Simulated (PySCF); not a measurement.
Electronic structure of Pt (platinum, neutral) at the UHF level

Configuration: [Xe] 4f14 5d10, closed-shell 1S (an excited configuration). Computed with PySCF 2.14 in aug-cc-pVTZ-PP with ECP60MDF (6s6p5d3f2g, 88 functions), with scalar relativity through the core potential.

```
Total energy             : -118.476692 hartree
One-electron energy      : -210.4408 hartree
Hartree (Coulomb) energy : 102.9176 hartree
Exchange energy          : -10.9535 hartree
⟨S²⟩                     : 0.0000
⟨L²⟩                     : 0.000
Sum of ⟨r⟩               : 26.34 bohr
Sum of ⟨r²⟩              : 47.93 bohr²
```

| shell | electrons | mean orbital energy (eV) | rms radius, mean of both spins (bohr) |
| --- | --- | --- | --- |
| 5s | 2 | -116.43 | 1.04 |
| 5p | 6 | -66.847 | 1.20 |
| 5d | 10 | -8.751 | 1.93 |

Energies and moments cover only the electrons outside the core potential. Spin-orbit coupling, which splits the p, d and f shells strongly at this Z, is absent.
